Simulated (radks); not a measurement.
Values are calculated unless marked as measured or tabulated.
Problem. Pt XXII, configuration [Kr] 4d10 4f11. Level of theory: Dirac Kohn-Sham, LB94 model potential, spin-unpolarised, spherical densities, finite nucleus; open shells fill j = l - 1/2 first; Fermi nuclear charge, rms radius 5.427 fm (a radial shooting solver on a logarithmic mesh with Libxc functionals). Some entries of the table are withheld. Estimate them.

orbital  occ.  eigenvalue (hartree)  <r^2> (bohr^2)  <r> (bohr)
1s1/2       2             -2907.239       0.0004052     0.01713
2s1/2       2             -528.3104        0.006123     0.07157
2p1/2       2             -507.8237             (1)     0.05891
2p3/2       4             -443.7617             (2)     0.06735
3s1/2       2             -140.1906         0.03973      0.1861
3p1/2       2             -130.8642             (3)         (4)
3p3/2       4             -116.7694             (5)         (6)
3d3/2       4                   (7)         0.03269      0.1669
3d5/2       6                   (8)         0.03443      0.1716
4s1/2       2             -45.61304          0.1898      0.4101
4p1/2       2             -41.63422          0.1925      0.4115
4p3/2       4             -38.16941          0.2228      0.4433
4d3/2       4             -31.58504             (9)      0.4468
4d5/2       6             -30.91788            (10)      0.4566
4f5/2       6             -22.46500            (11)      0.4577
4f7/2       5             -22.30949            (12)      0.4624

Solution. 
(1) 2p1/2 <r^2> (bohr^2): 0.004334
(2) 2p3/2 <r^2> (bohr^2): 0.005522
(3) 3p1/2 <r^2> (bohr^2): 0.03622
(4) 3p1/2 <r> (bohr): 0.1762
(5) 3p3/2 <r^2> (bohr^2): 0.04258
(6) 3p3/2 <r> (bohr): 0.1916
(7) 3d3/2 eigenvalue (hartree): -101.0844
(8) 3d5/2 eigenvalue (hartree): -98.03637
(9) 4d3/2 <r^2> (bohr^2): 0.2297
(10) 4d5/2 <r^2> (bohr^2): 0.2396
(11) 4f5/2 <r^2> (bohr^2): 0.2455
(12) 4f7/2 <r^2> (bohr^2): 0.2503
